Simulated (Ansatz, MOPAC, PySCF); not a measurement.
Noncovalent pair: N2 (SMILES N#N) (first 2 atoms) with CH2O (SMILES C=O); geometry from B3LYP-D3(BJ)/def2-TZVP, rigid monomers moved along the line of their centres of mass till N2···C3 is 2.87 Å.
(charge 0, multiplicity 1):
```xyz
6

N     -0.343     0.106    -0.856
N      0.265    -0.081     0.030
C      0.555    -0.233     2.881
O     -0.491     0.035     3.402
H      0.824    -1.270     2.601
H      1.312     0.540     2.647
```

Counterpoise-corrected where a basis set is named; no monomer relaxation. Rows marked so take none.

Rows in 6-311+G** carry no dispersion term and start afresh at each structure. The state that PM6 reach isn't checked.

Programs: Ansatz (Gaussian orbitals); MOPAC for PM6 (differences of heats of formation); PySCF for 6-311+G** rows. Each number belongs to the level named beside it.

### Question
One of these levels gives -44.0 meV for the interaction energy. Which one is it?
A. B3LYP/6-311+G** (no counterpoise)
B. PBE/def2-TZVPPD
C. PM6

### Answer
C, PM6. The others give 2.9 (PBE/def2-TZVPPD), 17.9 (B3LYP/6-311+G** (no counterpoise))

Ansatz is a first-principles code.
